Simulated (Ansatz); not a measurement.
Gas-phase electronic energies from Ansatz, PBE0-D4/def2-TZVP geometries. CBS: MP2 limit from def2 TZ/QZ plus the TZ coupled-cluster correction, frozen cores. Functionals use def2-TZVPP. B3LYP here is the variant with VWN-RPA as its local correlation; programs differ in this. Each species was taken in one conformer, which may not be the lowest.

`[NH2][AlH][SiH](F)[SiH3]` + disilane → `F[SiH]([SiH3])[SiH3]` + `[NH2][AlH][SiH3]`  (redistribution)

```
   level  ΔE (kcal/mol)
 PBE0-D4           -0.2
B3LYP-D4            0.0
```

(1) What does CCSD(T)/CBS give? (An estimate is asked.)

Largest T1 diagnostic among the species: 0.013.

Answers

(1) Computed: -0.3 kcal/mol. The listed levels differ from it by 0.1, 0.3 kcal/mol.
